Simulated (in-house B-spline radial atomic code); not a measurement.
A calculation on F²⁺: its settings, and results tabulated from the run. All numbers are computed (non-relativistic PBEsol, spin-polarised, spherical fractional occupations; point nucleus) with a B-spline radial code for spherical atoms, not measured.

Command:
```bash
python run_scf.py task.json out
```
Settings:
```
Z                9
configuration    [He] 2s2 2p3
hamiltonian      nr
method           pbesol
spin_polarised   True
```

Output (hartree, bohr):
```
 radial grid: 41 intervals, B-splines of order 8, outer radius 14.8148 bohr

 iter        energy (Eh)    residual
    1         -94.936995    2.92e-01
    2         -97.036901    1.57e-01
    3         -97.393413    5.13e-02
    4         -97.435683    1.59e-02
    5         -97.439174    6.03e-03
    6         -97.440004    7.37e-05
    7         -97.440004    1.32e-05
    8         -97.440004    4.03e-07
    9         -97.440004    7.47e-09

 total energy                       -97.44000
 kinetic                              97.2362
 electron-nucleus                   -223.3634
 Hartree                              37.6909
 exchange-correlation                 -9.0037

 orbital      occ     eigenvalue          <r>       <r^2>       <1/r>     <1/r^2>       <r^4>       r_max
 1s up      1.000       -25.9985     0.177118   0.0423464     8.58769     149.816  0.00468304      0.1149
 1s down    1.000       -25.8892      0.17636   0.0419454     8.61452     150.568  0.00458431      0.1147
 2s up      1.000        -2.5754     0.911857    0.990263     1.59744     10.6679      1.7899      0.7343
 2s down    1.000        -2.3127     0.939807     1.05657     1.54458     9.94216     2.07767      0.7471
 2p up      3.000        -1.8913     0.881263    0.972663     1.49131      3.1459      2.0459      0.6463
```

Cost of the run: 0.1 s on 1 thread of x86-64 server CPU, with other jobs on the host.
